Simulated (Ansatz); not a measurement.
Species: C$_{7}$H$_{12}$BN, SMILES `B[C@@H]1CCC[C@H](C#N)C1` (charge 0, multiplicity 1).

Task: Give a relaxed geometry from PBE0-D3(BJ)/def2-SVP run with Ansatz (a first-principles code).

Result: Several could match; the one computed here: the end point of this relaxation, one of several conformers (outside a Z-matrix the atoms follow the SMILES, hydrogens last).
Cartesian coordinates (Å) in one orientation:
```xyz
21

B      1.136    -1.549     0.963
C      0.988    -0.717    -0.365
C      1.329     0.775    -0.287
C      0.229     1.564     0.416
C     -1.135     1.321    -0.220
C     -1.455    -0.181    -0.309
C     -1.534    -0.756     1.034
N     -1.498    -1.210     2.100
C     -0.348    -0.924    -1.081
H      1.735    -1.107     1.917
H      0.808    -2.713     0.962
H      1.773    -1.234    -0.964
H      2.287     0.919     0.237
H      1.464     1.178    -1.308
H      0.191     1.267     1.479
H      0.458     2.641     0.404
H     -1.928     1.845     0.336
H     -1.150     1.718    -1.249
H     -2.430    -0.330    -0.799
H     -0.596    -1.993    -1.160
H     -0.323    -0.513    -2.105
```
